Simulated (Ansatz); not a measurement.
Ansatz (an electronic-structure program) input (CCSD(T)/def2-SVPD):

Ansatz 0.2 input:
```yaml
crystal:
  periodic: [false, false, false]
  atoms:
    - {symbol: Hg, position_ang: [-0.00000000, -0.00000000, -0.02218255]}
    - {symbol: H, position_ang: [0.00000000, 0.00000000, 1.77460415]}
basis:
  gaussian:
    orbitals: def2-SVPD
magnetization: {spin_polarized: true, initial_magnetization: 1}
correlation: {method: ccsd_t, electrons: outside_noble_gas}
output: {forces: true}
```

Output:

```
Functional definition: HF
integrals: 0.02 GiB planned
406 factors; integrals over basis functions are off by at most 1.2e-3 eV
mean field: 0.08 GiB planned
mean field evaluation 1: about -4164.2754 eV, gradient 5.4e0 eV
mean field evaluation 2: about -4164.3311 eV, gradient 5.4e0 eV
mean field evaluation 4: about -4164.7198 eV, gradient 1.4e0 eV
mean field evaluation 8: about -4164.7658 eV, gradient 1.0e-1 eV
mean field evaluation 16: about -4164.7664 eV, gradient 2.3e-6 eV
mean field -4164.76641101 eV, -153.0523426247 hartree, gradient 2.3e-6 eV, S^2 0.792153; 0 other end points of the search recorded, 0 dependent functions left out
4 core orbitals not correlated
reference -4164.76641101 eV, -153.0523426247 hartree; 7, 6 occupied and 32, 33 virtual orbitals, 406 factors
densities: 0.12 GiB planned
second order -8.22132383 eV of doubles, -0.00000000 eV of singles
coupled cluster: 0.10 GiB planned
cycle   1  -7.70450102 eV  change    5.2e-1 eV  update   8.4e-2
cycle   2  -7.96389093 eV  change   -2.6e-1 eV  update   2.8e-2
cycle   3  -8.00215425 eV  change   -3.8e-2 eV  update   1.6e-2
cycle   4  -7.99575852 eV  change    6.4e-3 eV  update   4.6e-3
cycle   5  -7.99786223 eV  change   -2.1e-3 eV  update   1.9e-3
cycle   6  -7.99788774 eV  change   -2.6e-5 eV  update   7.9e-4
cycle   7  -7.99749612 eV  change    3.9e-4 eV  update   2.5e-4
cycle   8  -7.99756772 eV  change   -7.2e-5 eV  update   7.4e-5
cycle   9  -7.99754186 eV  change    2.6e-5 eV  update   1.8e-5
cycle  10  -7.99753740 eV  change    4.5e-6 eV  update   5.2e-6
cycle  11  -7.99753928 eV  change   -1.9e-6 eV  update   2.0e-6
cycle  12  -7.99753822 eV  change    1.1e-6 eV  update   6.0e-7
perturbative correction -0.14632210 eV, -0.0053772379 hartree
the calculation of the forces begins
Total energy: -4172.91027133 eV, -153.3516239711 hartree
Atom 0 at    -0.000000    -0.000000    -0.022183 Å, force     0.000000     0.000000    -0.009447 eV/Å
Atom 1 at     0.000000     0.000000     1.774604 Å, force     0.000000     0.000000     0.009447 eV/Å
Dipole moment:    -0.000000     0.000000    -0.083323 e Å
```

The spin state was set by rule; other spins were not relaxed.
